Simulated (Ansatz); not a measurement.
Ansatz (a first-principles code) input (HF/def2-QZVPPD):
A basis named .json is the Basis Set Exchange file of that set.

Ansatz 0.2 input:
```yaml
crystal:
  periodic: [false, false, false]
  atoms:
    - {symbol: Ru, position_ang: [-0.00885285, -0.01381596, 0.02488760]}
    - {symbol: O, position_ang: [1.47761042, -0.30354551, -0.76717079]}
    - {symbol: O, position_ang: [-0.50879939, -0.79404359, 1.43036356]}
    - {symbol: O, position_ang: [-0.92012034, 1.17357687, -0.80007459]}
basis:
  gaussian:
    orbitals: def2-QZVPPD.json
hamiltonian:
  xc: hf
magnetization: {spin_polarized: true, initial_magnetization: 2}
```

End of the output:

```
mean field evaluation 192: about -8671.0328 eV, gradient 1.9e0 eV
mean field evaluation 224: about -8669.5842 eV, gradient 1.0e-1 eV
mean field evaluation 256: about -8664.1712 eV, gradient 3.7e1 eV
mean field evaluation 288: about -8671.6591 eV, gradient 1.1e0 eV
mean field evaluation 320: about -8666.3373 eV, gradient 2.1e1 eV
mean field evaluation 352: about -8669.4779 eV, gradient 1.2e0 eV
mean field evaluation 384: about -8665.1269 eV, gradient 2.5e1 eV
mean field evaluation 416: about -8667.6168 eV, gradient 2.7e0 eV
mean field evaluation 448: about -8668.0939 eV, gradient 3.5e0 eV
mean field evaluation 480: about -8670.8644 eV, gradient 5.1e-1 eV
mean field evaluation 512: about -8655.1242 eV, gradient 6.8e1 eV
mean field evaluation 544: about -8668.9993 eV, gradient 6.1e0 eV
mean field -8671.93415426 eV, -318.6877021210 hartree, gradient 9.1e-6 eV, S^2 2.978896; 11 other end points of the search recorded, 0 dependent functions left out
reference -8671.93415426 eV, -318.6877021210 hartree; 21, 19 occupied and 265, 267 virtual orbitals, 1350 factors
Total energy: -8671.93415426 eV, -318.6877021210 hartree
```

This is an excited triplet: at this geometry the singlet lies 0.87 eV lower at RI-MP2/CBS(def2-TZVPPD,def2-QZVPPD)+[CCSD(T)-MP2]/def2-SVPD.

The determinant is spin-contaminated: <S^2> is 2.98 against 2.00 for a pure state.
